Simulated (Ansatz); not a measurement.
Input file for Ansatz (an electronic-structure program): R-PBE0/def2-TZVPPD on ClFH2 (a complex), monomers drawn apart or pushed together. Files ending in .json are basis or fitting sets from the Basis Set Exchange.

Ansatz 0.2 input:
```yaml
crystal:
  periodic: [false, false, false]
  atoms:
    - {symbol: F, position_ang: [-0.01249353, -0.08389304, -0.13913820]}
    - {symbol: H, position_ang: [0.15444039, 0.13382320, 0.75090877]}
    - {symbol: Cl, position_ang: [-0.02165728, 0.44140828, 2.78182397]}
    - {symbol: H, position_ang: [-1.23632147, 0.02399773, 2.76299874]}
basis:
  gaussian:
    orbitals: def2-TZVPPD.json
hamiltonian:
  xc: {name: PBE0}
scf: {lower_state_search: off}
```

Problem. Predict the final total energy.

Solution. -561.0670 hartree.
